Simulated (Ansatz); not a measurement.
Frontier orbitals of B2FH3Si (`FB1B[SiH2]1`).

```xyz
7

F    -1.5789   -1.7732    0.6423
B    -0.5890   -1.2954   -0.0035
B     0.5706   -0.5618   -0.6935
Si    0.2062    1.0157    0.2171
H     1.4099   -0.8097   -1.4922
H     0.8992    2.3292    0.1406
H    -0.9180    1.0952    1.1892
```

Charge 0, multiplicity 1. Geometry: relaxed with PBE0-D4/def2-TZVP. Basis def2-TZVPP, Ansatz 0.2.0.

Orbital energies of one run (eV). Highest occupied ones, from the top: -6.23, -8.32, -9.57, -10.80, -13.02, -14.33, -14.33, -15.82, -16.90, -35.16, -99.01, -99.05, -99.15, -143.77. Empty: -2.08, -1.43, 0.26, 0.82, 0.94, 1.48.

(1) Which functional gave them?
A. B97M-V
B. ωB97X-V
C. B3LYP
D. revPBE

## Answers

(1) C. HOMO energies: B3LYP -6.23, ωB97X-V -8.45, revPBE -5.55, B97M-V -5.73 eV.

B3LYP here is the variant with VWN-RPA as its local correlation; programs differ in this.
